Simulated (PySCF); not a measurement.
**`C#CC[P@@](=O)(O)C1=CCCC1`: 4 charge schemes on one density**

Compound: C₈H₁₁O₂P.
Cartesian coordinates in Å at the GFN2-xTB level; atoms count from 1:
```xyz
22
C8H11O2P angstrom
C      2.4463    1.5341    1.2185
C      2.3453    0.3536    1.0500
C      2.1699   -1.0583    0.8226
P      1.1380   -1.2805   -0.6902
O      1.8384   -1.1609   -1.9729
O      0.5704   -2.7853   -0.4654
C     -0.2993   -0.2103   -0.4904
C     -0.7089    0.6347   -1.4269
C     -1.9491    1.3657   -1.0237
C     -2.1381    0.9849    0.4578
C     -1.1867   -0.1989    0.7191
H      2.5637    2.5644    1.3740
H      3.1318   -1.5417    0.6337
H      1.6814   -1.5356    1.6736
H      0.6185   -3.2453   -1.3053
H     -0.2269    0.7806   -2.3778
H     -1.8467    2.4426   -1.1642
H     -2.7902    1.0350   -1.6391
H     -1.8605    1.8261    1.0925
H     -3.1722    0.7263    0.6784
H     -0.6123   -0.0642    1.6363
H     -1.7233   -1.1478    0.7978
```

Density: PBE0/pcSseg-1 (PySCF); schemes: Mulliken, IAO, Hirshfeld and ESP-fitted. One conformer (not necessarily the lowest) at the GFN2-xTB geometry, without solvent, vibrations or thermal averaging.

**Question.** For which atoms does the sign change between the 4 schemes (beyond +0.03 e in one, beyond −0.03 e in another)?

**Answer.** C2, C9 and C11.

**Question.** Do the Mulliken, IAO, Hirshfeld and ESP-fitted schemes agree on where the charge is lowest?

**Answer.** The schemes don't all agree: Mulliken O5 (-0.590); IAO O5 (-0.911); Hirshfeld O5 (-0.401); ESP-fitted O6 (-0.677).

**Question.** Do the Mulliken, IAO, Hirshfeld and ESP-fitted schemes agree on where the charge is highest?

**Answer.** All schemes agree: Mulliken P4 (+1.252); IAO P4 (+1.709); Hirshfeld P4 (+0.476); ESP-fitted P4 (+0.836).

**Question.** Tabulate the Mulliken, IAO, Hirshfeld and ESP-fitted charges.

**Answer.** In e:

```json
{"atom": "C1", "environment": "terminal alkyne carbon", "Mulliken": "-0.341", "IAO": "-0.241", "Hirshfeld": "-0.113", "ESP-fitted": "-0.449"}
{"atom": "C2", "environment": "alkyne carbon", "Mulliken": "+0.136", "IAO": "-0.031", "Hirshfeld": "-0.042", "ESP-fitted": "+0.016"}
{"atom": "C3", "environment": "sp3 carbon bound to phosphorus", "Mulliken": "-0.381", "IAO": "-0.539", "Hirshfeld": "-0.099", "ESP-fitted": "-0.214"}
{"atom": "P4", "environment": "phosphoryl phosphorus", "Mulliken": "+1.252", "IAO": "+1.709", "Hirshfeld": "+0.476", "ESP-fitted": "+0.836"}
{"atom": "O5", "environment": "phosphoryl oxygen", "Mulliken": "-0.590", "IAO": "-0.911", "Hirshfeld": "-0.401", "ESP-fitted": "-0.617"}
{"atom": "O6", "environment": "hydroxyl oxygen", "Mulliken": "-0.518", "IAO": "-0.777", "Hirshfeld": "-0.251", "ESP-fitted": "-0.677"}
{"atom": "C7", "environment": "fully substituted alkene carbon", "Mulliken": "-0.562", "IAO": "-0.302", "Hirshfeld": "-0.066", "ESP-fitted": "-0.124"}
{"atom": "C8", "environment": "alkene CH carbon", "Mulliken": "-0.062", "IAO": "-0.108", "Hirshfeld": "-0.021", "ESP-fitted": "-0.190"}
{"atom": "C9", "environment": "allylic carbon", "Mulliken": "-0.172", "IAO": "-0.271", "Hirshfeld": "-0.065", "ESP-fitted": "+0.139"}
{"atom": "C10", "environment": "ring CH2 carbon", "Mulliken": "-0.234", "IAO": "-0.261", "Hirshfeld": "-0.061", "ESP-fitted": "-0.319"}
{"atom": "C11", "environment": "allylic carbon", "Mulliken": "-0.108", "IAO": "-0.266", "Hirshfeld": "-0.073", "ESP-fitted": "+0.191"}
{"atom": "H12", "environment": "alkyne hydrogen", "Mulliken": "+0.044", "IAO": "+0.202", "Hirshfeld": "+0.093", "ESP-fitted": "+0.315"}
{"atom": "H13", "environment": "methylene hydrogen", "Mulliken": "+0.196", "IAO": "+0.195", "Hirshfeld": "+0.072", "ESP-fitted": "+0.156"}
{"atom": "H14", "environment": "methylene hydrogen", "Mulliken": "+0.189", "IAO": "+0.187", "Hirshfeld": "+0.064", "ESP-fitted": "+0.136"}
{"atom": "H15", "environment": "hydroxyl hydrogen", "Mulliken": "+0.251", "IAO": "+0.380", "Hirshfeld": "+0.181", "ESP-fitted": "+0.454"}
{"atom": "H16", "environment": "vinylic hydrogen", "Mulliken": "+0.093", "IAO": "+0.169", "Hirshfeld": "+0.057", "ESP-fitted": "+0.134"}
{"atom": "H17", "environment": "methylene hydrogen", "Mulliken": "+0.137", "IAO": "+0.148", "Hirshfeld": "+0.046", "ESP-fitted": "+0.021"}
{"atom": "H18", "environment": "methylene hydrogen", "Mulliken": "+0.140", "IAO": "+0.146", "Hirshfeld": "+0.044", "ESP-fitted": "+0.017"}
{"atom": "H19", "environment": "methylene hydrogen", "Mulliken": "+0.130", "IAO": "+0.141", "Hirshfeld": "+0.040", "ESP-fitted": "+0.093"}
{"atom": "H20", "environment": "methylene hydrogen", "Mulliken": "+0.125", "IAO": "+0.142", "Hirshfeld": "+0.041", "ESP-fitted": "+0.082"}
{"atom": "H21", "environment": "methylene hydrogen", "Mulliken": "+0.138", "IAO": "+0.142", "Hirshfeld": "+0.036", "ESP-fitted": "-0.002"}
{"atom": "H22", "environment": "methylene hydrogen", "Mulliken": "+0.140", "IAO": "+0.146", "Hirshfeld": "+0.038", "ESP-fitted": "+0.004"}
```

Mean size of the charges over all atoms: IAO 0.337 e, Mulliken 0.270 e, ESP-fitted 0.236 e, Hirshfeld 0.108 e. Each set sums to the total charge, 0, to within 0.001 e. The IAO scheme counts the electrons in orthogonalised intrinsic atomic orbitals, a minimal basis polarised so that it spans the occupied orbitals exactly. The Mulliken scheme gives each basis function's population to the atom it is centred on and halves the overlap population of two atoms between them.

**Question.** How closely do the schemes follow one another over all atoms?

**Answer.** Correlation coefficient and root-mean-square difference: IAO with Hirshfeld 0.97, 0.344 e; Mulliken with IAO 0.97, 0.164 e; Mulliken with Hirshfeld 0.92, 0.239 e; Hirshfeld with ESP-fitted 0.91, 0.196 e; IAO with ESP-fitted 0.87, 0.264 e; Mulliken with ESP-fitted 0.85, 0.196 e.

**Question.** Sum the charges by element, for elements with more than one atom.

**Answer.** 
```
element  atoms  Mulliken     IAO  Hirshfeld  ESP-fitted
      C      8    -1.726  -2.018     -0.539      -0.950
      O      2    -1.108  -1.688     -0.651      -1.294
      H     11    +1.582  +1.997     +0.714      +1.409
```

These values come from a run that also computed NMR shieldings. The run took 66 s on one thread of an Intel Xeon Platinum 8488C, no GPU (shared host), and the process peaked at 1.2 GiB of memory.
